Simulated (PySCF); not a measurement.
SnF4, SMILES [F][Sn]([F])([F])[F].

The structure is a stationary point at PBE-D3(BJ)/def2-SVP. The isomer is the one that the SMILES or the coordinates give; other isomers of the formula were not compared. The def2 effective core potentials stand for the cores of Sn; spin–orbit coupling is left out.

Two levels are set side by side: PBE/def2-TZVP (PySCF) and M06-2X/def2-TZVP (PySCF). Same geometry, gas phase. Differences are taken from unrounded values.

```csv
quantity,PBE
orbital gap (eV),4.98
highest occupied level (eV),-10.19
lowest empty level (eV),-5.21
mean polarisability (bohr³),34.2
```

Task: These are the PBE values. What does M06-2X give? (The exact figures need the calculation; the answer reports its results.)

Result: 
```
quantity                     M06-2X  PBE minus M06-2X
---------------------------  ------  ----------------
orbital gap (eV)              11.38             -6.40
highest occupied level (eV)  -14.57              4.38
lowest empty level (eV)       -3.19             -2.02
mean polarisability (bohr³)    30.1               4.2
```

Without exact exchange PBE keeps part of each electron's self-repulsion, which lifts occupied levels and narrows the gap. Loosely held outer electrons make PBE densities more polarisable. Differences between two approximate levels are no errors against the true value.

Rough cost on one machine, each run with all the roots and properties that it gave: M06-2X against PBE about 5 times.
